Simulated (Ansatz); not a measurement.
Cost and result up the ladder for the cluster Cs₃I₄ (7 atoms). Total charge 0; doublet. Geometry: PBE0-D4/def2-SVP.

Cartesian coordinates in Å:
```
Cs 2.132 3.676 -0.958
Cs -2.115 0.401 -0.632
Cs 1.576 -1.339 0.857
I 0.311 2.168 1.738
I -1.892 -2.132 2.213
I 1.251 0.537 -2.456
I -1.263 -3.311 -0.762
```

Ansatz on 4 threads of Intel Xeon 6975P-C on a shared host. Times are rough, and most runs start from the orbitals of an earlier one. PBE0-D4/def2-TZVP serves as the yardstick here, not as an exact answer. Differences are given only for rows in sets of like size (and for xTB, whose basis is part of the method), since another set adds its own error. Binding counts from free atoms at the same level (Cs doublet, I doublet; other spins of the atoms weren't run), without zero-point energy or a counterpoise term.

In the def2 sets Cs, I take a core potential; there is no spin–orbit coupling. Correlated methods freeze 16 core orbitals; core or outer-core shells of Cs, I are correlated, in sets that lack core-valence functions. In the doublet, I5 and I7 lie 3.26 Å apart (atoms count from 1), so these atoms are partly bonded to each other. Another isomer (doublet) lies 0.03 eV lower at PBE-D4/def2-SVP; other spin states weren't run for this one.

Correlated methods converge slowly with the basis.

```
                         level  functions  wall time  binding energy per atom (eV)  difference from PBE0-D4/def2-TZVP (eV)
               PBE-D4/def2-SVP        176      3.9 s                          2.09                                       –
           revPBE-D4/def2-TZVP        287      6.5 s                          2.00                                   -0.09
              PBE0-D4/def2-SVP        176      7.5 s                          2.10                                       –
PBE-D4/def2-TZVP (with forces)        287        8 s                          2.09                                    0.00
             PBE0-D4/def2-TZVP        287       14 s                          2.09                                    0.00
           r2SCAN-D4/def2-TZVP        287       15 s                          2.13                                    0.04
                 MP2/def2-TZVP        287       19 s                          2.09                                    0.00
          r2SCANh-D4/def2-TZVP        287       21 s                          2.12                                    0.03
             RPA@PBE/def2-TZVP        287       24 s                          1.81                                   -0.28
```
